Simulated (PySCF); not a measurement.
Computed shifts of a molecule C3H4BrF, PySCF with PBE0/pcSseg-1, GIAO, gas phase, atoms alike by connectivity averaged where their shifts nearly agree, in ppm (number of nuclei): ¹³C: 157.5 (1), 129.7 (1), 22.0 (1). ¹⁹F: -119.2 (1). ¹H: 7.19 (1), 2.39 (3). References: ¹³C against TMS (σ = 186.3 ppm); ¹⁹F against CFCl3 (σ = 167.2 ppm); ¹H against TMS (σ = 31.56 ppm), references at their B3LYP-D3(BJ)/def2-TZVP geometries, non-relativistic (without spin–orbit terms, shifts of atoms bonded to Cl or Br come out too high). The structure is a stationary point at PBE0-D3(BJ)/def2-SVP. One conformer was computed; it need not be the lowest.

**Question.** Pick the molecule that these values belong to.
(A) FC1(Br)CC1
(B) C/C(Br)=C\F
(C) C/C(F)=C\Br
(D) C/C=C(\F)Br

**Answer.** B, C/C(Br)=C\F
